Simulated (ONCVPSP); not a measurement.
bismuth (Bi): one change to an ONCV potential, before and after

- Element: Bi
- Generator: ONCVPSP 4.0.1
- Type: optimised norm-conserving Vanderbilt (ONCV)
- Functional: LDA (Perdew-Wang 92)
- Relativity: scalar-relativistic
- Frozen core: [Xe]
- Valence charge: 29
- Reference configuration: 4f14 5d10 6s1.5 6p3.5
- Partial waves: 6s: rc 1.75 bohr, ncon 5, nbas 10, qcut 3.4 1/bohr, 2 projectors, debl 1.5 Ha; 6p: rc 2.20 bohr, ncon 3, nbas 6, qcut 4.3 1/bohr, 2 projectors, debl 0.8 Ha; 5d: rc 1.80 bohr, ncon 4, nbas 9, qcut 9.9 1/bohr, 1 projector; 4f: rc 0.45 bohr, ncon 4, nbas 9, qcut 22.9 1/bohr, local
- Local potential: the f channel
- Core correction: polynomial model core, fcfact 0.45

Change: d: rc 1.42.

Cutoffs: the cutoffs (Ha) at which the residual kinetic energy of the hardest occupied pseudo-wave falls to 1 and 0.1 mHa per electron; they do not see the model core or the augmentation charge, which bear on the density cutoff. Errors are all-electron minus pseudo energies relative to the spin-unpolarised reference configuration.

What does the change do?

The potential gets neither clearly harder nor softer (2038 Ha and 2797 Ha → 2038 Ha and 2797 Ha); both files keep a bound ghost (d, p, s); the errors of the 3 common tests hardly move.

```tsv
quantity	base	changed
cutoff, loose	2038 Ha	2038 Ha
cutoff, tight	2797 Ha	2797 Ha
loose cutoff by channel	s 23 Ha, p 6.3 Ha, d 29 Ha, f 2038 Ha	s 23 Ha, p 6.3 Ha, d 27 Ha, f 2038 Ha
bound ghosts	s, p, d	s, p, d
GHOST(+) flags under 300 eV	none	none
largest miss of a reference level, eV	0.06	0.06
tests with a reliable result	3 of 4	3 of 4
error for 4f14 5d10 6s2 6p3, meV [ΔE -5.04 eV]	-0.4	-0.4
error for 4f14 5d10 6s2 6p2, meV [ΔE 3.10 eV]	-5.0	-5.1
error for 4f14 5d10 6s1 6p4, meV [ΔE 5.14 eV]	-2.2	-2.2
s: phases at 1.77 bohr within 0.05 rad from the reference energy up to (Ha; the scan ends near 5)	to the end of the scan	to the end of the scan
p: phases at 2.24 bohr within 0.05 rad from the reference energy up to (Ha; the scan ends near 5)	3.8	3.8
f: phases at 0.46 bohr within 0.05 rad from the reference energy up to (Ha; the scan ends near 5)	to the end of the scan	to the end of the scan
rms error of d²Exc/dni dnj with the model core, mHa	7.29	7.30
```

 A true bound ghost makes a file unfit for plane-wave use even where its test errors are small: the radial tests pick states by their node count and pass the ghost by.
